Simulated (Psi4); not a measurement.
Psi4 input (wB97X-D/6-311+G**):

```
memory 1500 MB

molecule {
0 2
O    -0.00000000   -0.00000000   -1.13481261
C     0.00000000    0.00000000    0.04054995
N     0.00000000    0.00000000    1.26217160
symmetry c1
no_reorient
no_com
}

set {
  basis 6-311+G**
  reference uks
  scf_type pk
  dft_radial_points 99
  dft_spherical_points 590
  e_convergence 1e-8
  d_convergence 1e-7
  maxiter 150
}

e = energy('wb97x-d')
print_out(f'\nFINAL {e:.10f} DIPOLE {variable("CURRENT DIPOLE")[0]:.6f} {variable("CURRENT DIPOLE")[1]:.6f} {variable("CURRENT DIPOLE")[2]:.6f}\n')
```

**Question.** What final total energy does it give?

**Answer.** -167.98912 Eh.
